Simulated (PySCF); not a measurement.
A GIAO shielding run with PySCF 2.14 (density fitting, non-relativistic, gas phase) on `CO[C@@H]1CO[Si@@H](CCl)O1`, C₄H₉ClO₃Si:

```
$ OMP_NUM_THREADS=1 python probes_run.py task.json out

{"job": {"kind": "nmr", "xc": "PBE0", "basis": "pcSseg-1"}, "charge": 0, "multiplicity": 1}
C      2.580265     1.021205     0.521980
O      1.837264     0.424515    -0.525247
C      0.986394    -0.588990    -0.107416
C      0.285906    -1.130895    -1.371341
O     -1.015447    -0.625024    -1.403633
Si    -1.305573     0.348025    -0.124540
C     -2.881001    -0.100396     0.827336
Cl    -4.226975     0.819398     0.129023
O      0.003908    -0.115640     0.755122
H      3.235407     0.282636     0.996894
H      3.176047     1.804141     0.059531
H      1.915357     1.449986     1.275432
H      1.548068    -1.368706     0.433882
H      0.241854    -2.221801    -1.367729
H      0.837052    -0.779239    -2.245356
H     -1.248279     1.755311    -0.498534
H     -3.153756    -1.151057     0.758849
H     -2.825249     0.182848     1.874091
```

Hardware: 1 thread of an Intel Xeon, shared host. The job also computes population analyses, field gradients, ring-centre shieldings.

Question: How large is the calculation?

Answer: 88 electrons, 212 basis functions and 1147 auxiliary functions.

Question: How long does it take, and how much memory does it need?

Answer: 73 s of wall time, with 13 SCF cycles and 4 response iterations; peak memory 0.95 GiB. Times on a shared host scatter by some tens of per cent.
